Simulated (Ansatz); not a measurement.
Several settings on one geometry of dibenzothiophene S,S-dioxide, `O=S1(=O)c2ccccc2-c2ccccc21` (that of the charge 0 singlet, PBE-D4/def2-SVP). Ansatz on 4 threads of Arm Neoverse V2 on a shared host; times are rough.

```xyz
23

O     0.0778    2.5340    1.8268
S     0.0485    2.0668    0.4229
O     0.0532    3.0485   -0.6845
C     1.3124    0.8052    0.1521
C     2.6892    1.0142    0.1816
C     3.5235   -0.0927   -0.0529
C     2.9678   -1.3599   -0.3067
C     1.5761   -1.5481   -0.3318
C     0.7282   -0.4526   -0.0996
C    -0.7487   -0.4221   -0.0792
C    -1.6472   -1.4815   -0.2877
C    -3.0287   -1.2360   -0.2243
C    -3.5245    0.0527    0.0446
C    -2.6391    1.1241    0.2557
C    -1.2733    0.8585    0.1882
H     3.1028    2.0138    0.3820
H     4.6162    0.0343   -0.0376
H     3.6328   -2.2174   -0.4886
H     1.1567   -2.5456   -0.5318
H    -1.2750   -2.4952   -0.4990
H    -3.7333   -2.0653   -0.3874
H    -4.6102    0.2247    0.0903
H    -3.0053    2.1397    0.4671
```

Totals from different functionals, basis sets or treatments of relativity can't be compared as stabilities.

(1) Give the basis size and estimate the energy, ⟨S²⟩ and time of these runs.

| run | method | charge | state | further keys |
| --- | --- | --- | --- | --- |
| 1 | RKS ωB97X-V/def2-SVP | 0 | singlet | point_charges: [{charge: 0.50, position_ang: [7.435, 0.153, 0.744]}]; scf: {omitted_lower_state_checks: [starts]} |
| 2 | RKS BLYP/def2-SVP | 0 | singlet | scf: {omitted_lower_state_checks: [starts]} |
| 3 | RKS RPBE-D4/aug-cc-pVDZ | 0 | singlet | point_charges: [{charge: 1.00, position_ang: [9.058, 0.357, 0.511]}]; pseudopotentials: {relativity: none}; scf: {omitted_lower_state_checks: [starts]}; forces asked |

Results:

(1) 
```tsv
run	functions	energy (Eh)	⟨S²⟩	wall time
1	254	-1009.8553	–	25 s
2	254	-1009.8723	–	6.5 s
3	421	-1010.8848	–	30 s
```
